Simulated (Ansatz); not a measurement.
`[CH3][Ga]([CH3])[OH]` + PH₃ → `[CH3][Ga-]([CH3])([OH])[PH3+]`  (adduct formation)

Calculated with Ansatz (gas phase, PBE0-D4/def2-TZVP geometries, no zero-point term in ΔE). CCSD(T)/CBS adds triple-zeta CCSD(T) − MP2 to the extrapolated MP2 energy (def2 sets, frozen cores). This one scheme is used for every species. DFT in def2-TZVPP. For Ga outer-core shells are correlated without core-valence functions, which leaves a few kJ/mol of doubt a bond. Scalar relativity is left out up to krypton. Each species was taken in one conformer, which may not be the lowest.

```tsv
level	ΔE (kcal/mol)
LDA (SPW92)	-11.4
PBE-D4	-8.5
```

What does CCSD(T)/CBS give? (An estimate is asked.)

Ansatz gave: -7.6 kcal/mol. The listed levels differ from it by -3.8, -0.9 kcal/mol.

Largest T1 diagnostic among the species: 0.013.

In def2-TZVPP, CCSD(T) changes the Hartree–Fock value by −5.2 kcal/mol (the triples alone add −0.9 kcal/mol) and MP2 by −6.1 kcal/mol. From BLYP to BHLYP (50 % exact exchange), in def2-TZVPP and without D4, ΔE moves by −3.3 kcal/mol. The D4 term adds −4.7 kcal/mol with B3LYP and −2.7 kcal/mol with PBE0; it sums over pairs of atoms, weighted by their polarisabilities, and B3LYP, whose exchange is more repulsive, gets the larger term.

B3LYP here is the variant with VWN-RPA as its local correlation; programs differ in this.
